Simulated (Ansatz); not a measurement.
Pb₅O₈H₆, a hydroxylated oxide cluster. Charge 0, multiplicity 3. Geometry PBE-D4/def2-SVP, that of the neutral singlet; atoms count from 1.

```xyz
19

Pb    0.067    0.035    0.273
Pb   -3.131   -0.653   -0.451
Pb    0.060   -3.018   -1.293
Pb    2.539    0.346   -1.967
Pb   -0.814    2.629   -1.792
O    -2.512    0.747    1.292
O    -1.615    0.668   -1.335
O    -1.369   -1.957   -0.016
O     0.864   -1.053   -1.727
O     1.785   -2.847    0.522
O    -1.515    2.987    0.592
O     1.098    1.817   -1.099
O     2.865   -0.570    0.139
H    -2.796    0.547    2.204
H    -1.988    2.106    0.927
H     2.309   -1.941    0.386
H     1.384   -2.779    1.409
H    -0.756    3.115    1.192
H     3.525   -0.180    0.744
```

In the def2 sets Pb takes a core potential; there is no spin–orbit coupling. Single mean-field runs in def2-TZVP are fitted with def2-universal-jkfit. At PBE0-D4/def2-TZVP a singlet of charge 0 lies 3.93 eV below the triplet at the same geometry.

**Question.** Estimate the Mulliken populations from the PBE0/def2-TZVP orbitals of Ansatz.

**Answer.** 
| atom | charge (e) | spin (α − β) |
| --- | --- | --- |
| Pb1 | 0.81 | 0.21 |
| Pb2 | 0.73 | 0.34 |
| Pb3 | 0.65 | 0.47 |
| Pb4 | 0.90 | 0.03 |
| Pb5 | 0.90 | 0.05 |
| O6 | -0.82 | 0.05 |
| O7 | -0.79 | 0.03 |
| O8 | -0.66 | 0.53 |
| O9 | -0.80 | 0.04 |
| O10 | -0.64 | -0.01 |
| O11 | -0.67 | 0.00 |
| O12 | -0.82 | 0.21 |
| O13 | -0.83 | 0.03 |
| H14 | 0.32 | 0.00 |
| H15 | 0.39 | 0.00 |
| H16 | 0.39 | 0.00 |
| H17 | 0.31 | 0.02 |
| H18 | 0.33 | 0.00 |
| H19 | 0.32 | 0.00 |
Mulliken values and Mayer orders depend strongly on the basis.

**Question.** Where does the spin sit?

**Answer.** Summed by element: Pb 1.10, O 0.87, H 0.03, of 2 unpaired in all. Largest on single atoms: O8 0.53, Pb3 0.47, Pb2 0.34.

**Question.** And the Mayer bond orders between bonded heavy atoms (over 0.3)?

**Answer.** Pb1–O7 0.41 (2.41 Å); Pb1–O8 0.39 (2.47 Å); Pb1–O9 0.41 (2.41 Å); Pb1–O12 0.40 (2.47 Å); Pb2–O6 0.36 (2.32 Å); Pb2–O7 0.56 (2.20 Å); Pb2–O8 0.47 (2.23 Å); Pb3–O8 0.48 (2.19 Å); Pb3–O9 0.60 (2.17 Å); Pb4–O9 0.62 (2.20 Å); Pb4–O12 0.54 (2.24 Å); Pb4–O13 0.41 (2.32 Å); Pb5–O7 0.68 (2.17 Å); Pb5–O12 0.61 (2.19 Å). Values over 0.3 also appear between atoms too far apart for a bond (Pb2–Pb3 0.33 at 4.06 Å); they arise where an orbital or an unpaired electron spreads over both atoms.
